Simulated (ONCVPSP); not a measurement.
# Hf: one change to an ONCV potential, before and after

Hf, optimised norm-conserving Vanderbilt (ONCV), made with ONCVPSP 4.0.1 (PBE, fully relativistic). Core [Kr] 4d10 4f14, reference 5s2 5p6 5d2 6s1.5 (charge +0.5). Waves: 5s+6s: rc 1.45 bohr, ncon 4, nbas 9, qcut 6.4 1/bohr, 2 projectors; 5p: rc 1.90 bohr, ncon 4, nbas 7, qcut 6.3 1/bohr, 2 projectors, debl 2.2 Ha; 5d: rc 3.15 bohr, ncon 4, nbas 9, qcut 5.8 1/bohr, 2 projectors, debl 1.4 Ha. Local part: polynomial inside 1.00 bohr (lpopt 4, dvloc0 0 Ha). Core correction: polynomial model core, fcfact 0.7.

Open shells are filled in proportion to 2j + 1.

All-electron outer shells of the reference configuration (PBE, scalar-relativistic, ld1.x):

```json
{"shell": "5s", "level (eV)": "-70.31", "outermost node (bohr)": "0.55", "outermost maximum (bohr)": "1.01"}
{"shell": "5p", "level (eV)": "-38.88", "outermost node (bohr)": "0.60", "outermost maximum (bohr)": "1.16"}
{"shell": "4f", "level (eV)": "-20.13", "outermost node (bohr)": "–", "outermost maximum (bohr)": "0.45"}
{"shell": "6s", "level (eV)": "-7.95", "outermost node (bohr)": "1.36", "outermost maximum (bohr)": "2.85"}
{"shell": "5d", "level (eV)": "-5.81", "outermost node (bohr)": "0.67", "outermost maximum (bohr)": "1.69"}
```

Change: p: qcut 8.6.

Cutoffs: the cutoffs (Ha) at which the residual kinetic energy of the hardest occupied pseudo-wave falls to 1 and 0.1 mHa per electron; they do not see the model core or the augmentation charge, which bear on the density cutoff. Errors are all-electron minus pseudo energies relative to the spin-unpolarised reference configuration.

Problem. What does the change do?

Solution. The potential gets neither clearly harder nor softer (20 Ha and 92 Ha → 20 Ha and 92 Ha); the s channel sets the loose cutoff, while the largest relative change is in p, which becomes harder; of the 4 tests that both files solve, the error grows in 1 and shrinks in 0 by more than 15 % and 0.3 meV (median size 1.0 → 1.2 meV); neither file shows a bound ghost.

| quantity | base | changed |
| --- | --- | --- |
| cutoff, loose | 20 Ha | 20 Ha |
| cutoff, tight | 92 Ha | 92 Ha |
| loose cutoff by channel | s 20 Ha, p 11 Ha, d 9.6 Ha | s 20 Ha, p 20 Ha, d 9.6 Ha |
| bound ghosts | none | none |
| GHOST(+) flags under 300 eV | s at 134.6 eV | s at 134.6 eV |
| error for 5s2 5p6 5d2 6s2, meV [ΔE -3.26 eV] | -0.2 | -0.2 |
| error for 5s2 5p6 5d2 6s1, meV [ΔE 4.72 eV] | -0.3 | -0.3 |
| error for 5s2 5p6 5d2 6s0, meV [ΔE 18.90 eV] | -8.4 | -8.5 |
| error for 5s2 5p6 5d2 6s0 6p2, meV [ΔE 4.55 eV] | -1.6 | -2.0 |
| s: phases at 1.47 bohr within 0.05 rad from the reference energy up to (Ha; the scan ends near 5) | 3.4 | 3.4 |
| p3/2: phases at 1.92 bohr within 0.05 rad from the reference energy up to (Ha; the scan ends near 5) | to the end of the scan | to the end of the scan |
| p1/2: phases at 1.92 bohr within 0.05 rad from the reference energy up to (Ha; the scan ends near 5) | to the end of the scan | to the end of the scan |
| d5/2: phases at 3.20 bohr within 0.05 rad from the reference energy up to (Ha; the scan ends near 5) | 3.1 | 3.1 |
| d3/2: phases at 3.20 bohr within 0.05 rad from the reference energy up to (Ha; the scan ends near 5) | 3.0 | 3.0 |
| rms error of d²Exc/dni dnj with the model core, mHa | 2.49 | 2.54 |

Base: These tests converged, but a pseudo level misses the all-electron one widely, so the file describes the atom poorly there or has found another state: 5s2 5p6 5d2 6s0 6p2: empty 6s by 10.7 eV. Changed file: These tests converged, but a pseudo level misses the all-electron one widely, so the file describes the atom poorly there or has found another state: 5s2 5p6 5d2 6s0 6p2: empty 6s by 10.7 eV.
